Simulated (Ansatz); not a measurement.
C2H5O2 (SMILES CC(O)=[OH+]), charge +1, singlet, geometry from GFN2-xTB; B3LYP/STO-3G run with Ansatz (a quantum-chemistry and plane-wave program).

Ansatz was given this input:
Ansatz 0.2 input:
```yaml
crystal:
  periodic: [false, false, false]
  atoms:
    - {symbol: C, position_ang: [-0.05075687, 0.03312616, -0.00106988]}
    - {symbol: O, position_ang: [0.11377432, 1.30478316, -0.05777828]}
    - {symbol: O, position_ang: [-1.23877575, -0.41055690, 0.02708311]}
    - {symbol: H, position_ang: [-1.95695509, 0.25637179, 0.00329567]}
    - {symbol: C, position_ang: [1.04903561, -0.93384435, 0.03298616]}
    - {symbol: H, position_ang: [2.03083415, -0.46821058, 0.00540150]}
    - {symbol: H, position_ang: [0.96274621, -1.55815232, 0.92681972]}
    - {symbol: H, position_ang: [0.94995395, -1.63357894, -0.80169884]}
    - {symbol: H, position_ang: [1.02375979, 1.65406907, -0.07975445]}
basis:
  gaussian:
    orbitals: STO-3G
hamiltonian:
  xc: b3lyp
total_charge: 1
output: {forces: true}
```

The log (banner, timings and long lists left out):

```
Functional definition: B3LYP
358 factors; integrals over basis functions are off by at most 4.5e-5 eV
mean field evaluation 1: about -6158.1779 eV, gradient 2.7e1 eV
mean field evaluation 2: about -6157.3717 eV, gradient 3.3e1 eV
mean field evaluation 4: about -6160.1807 eV, gradient 1.5e0 eV
mean field evaluation 8: about -6160.1460 eV, gradient 2.1e-2 eV
mean field -6160.14596097 eV, -226.3811885687 hartree, gradient 2.3e-5 eV, S^2 0.000000; 0 other end points of the search recorded, 0 dependent functions left out
the calculation of the forces begins
reference -6160.14614516 eV, -226.3811953375 hartree; 16, 16 occupied and 9, 9 virtual orbitals, 358 factors
Total energy: -6160.14614516 eV, -226.3811953375 hartree
Atom 0 at    -0.050757     0.033126    -0.001070 Å, force     2.860458    -0.074517    -0.017918 eV/Å
Atom 1 at     0.113774     1.304783    -0.057778 Å, force    -2.870761     3.727201    -0.141397 eV/Å
Atom 2 at    -1.238776    -0.410557     0.027083 Å, force    -2.904070    -4.095655     0.200213 eV/Å
Atom 3 at    -1.956955     0.256372     0.003296 Å, force    -1.517683     2.108518    -0.080777 eV/Å
Atom 4 at     1.049036    -0.933844     0.032986 Å, force     1.334094    -1.913791     0.073638 eV/Å
Atom 5 at     2.030834    -0.468211     0.005402 Å, force     0.482357     0.355882    -0.019099 eV/Å
Atom 6 at     0.962746    -1.558152     0.926820 Å, force     0.003719    -0.202064     0.591680 eV/Å
Atom 7 at     0.949954    -1.633579    -0.801699 Å, force    -0.004892    -0.252835    -0.571821 eV/Å
Atom 8 at     1.023760     1.654069    -0.079754 Å, force     2.616778     0.347261    -0.034519 eV/Å
Dipole moment:     0.121566     0.316921    -0.014729 e Å
```
